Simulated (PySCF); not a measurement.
# Hartree-Fock beside MP2: BGeH3N2

All numbers below are calculated, not measured. They come from PySCF 2.14.0, an open-source quantum chemistry program, on an isolated molecule that a program drew, which may never have been made. The molecule is BGeH3N2 (charge 0, singlet), drawn as the SMILES string `N=B[NH][GeH]`.

The geometry was optimised and harmonic frequencies were computed with HF and MP2, all in the cc-pVDZ basis, for the commonest isotopes, with a restricted reference for singlets and an unrestricted one otherwise, and a frozen core in MP2. Germanium has the cc-pVDZ-PP basis, with a core potential (ECP10MDF) in place of its 10 inner electrons, and its 3s, 3p and 3d shells are frozen in MP2. Each result is a local minimum of its method.

Geometry at the HF minimum:
```xyz
7
BGeH3N2, angstrom
N    -0.2756    2.0005    0.5284
B     0.1415    0.8705    0.2644
N     0.6366   -0.4120   -0.0340
Ge    2.4244   -0.8999   -0.0619
H    -0.6037    2.9025    0.7392
H    -0.0650   -1.0984   -0.2455
H     2.1110   -2.4063   -0.4604
```

Lengths of the bonds as drawn, in Å (atoms numbered as above):
| bond | HF | MP2 |
|---|---|---|
| N1-B2 | 1.233 | 1.257 |
| B2-N3 | 1.407 | 1.425 |
| N3-Ge4 | 1.853 | 1.870 |
| N1-H5 | 0.983 | 0.998 |
| N3-H6 | 1.004 | 1.020 |
| Ge4-H7 | 1.589 | 1.598 |

Rotational constants, in GHz:
```
constant,HF,MP2
A,29.49,27.72
B,1.917,1.894
C,1.8,1.773
```

Harmonic frequencies in cm^-1, each column in rising order, so a row needn't be the same motion in every method:
```
rank    HF   MP2
   1   141    72
   2   198   124
   3   251   240
   4   458   362
   5   483   448
   6   538   474
   7   629   625
   8   665   626
   9   857   803
  10  1057   992
  11  1318     ?
  12  1978  1936
  13  2140  2012
  14  3800  3608
  15  4113  3907
```

**Estimate the missing MP2 frequency from the HF column.**

A single factor s that minimises the squared misfit of MP2 against s times HF over the other rows is sum(HF x MP2) / sum(HF^2) = 0.9493, with an rms misfit of 37 cm^-1. For rank 11 it gives 0.9493 x 1318 = 1251 cm^-1. The calculation gives 1193 cm^-1, 58 cm^-1 below the estimate. The drawn bonds are on average 1.3 % longer in MP2 than in HF.
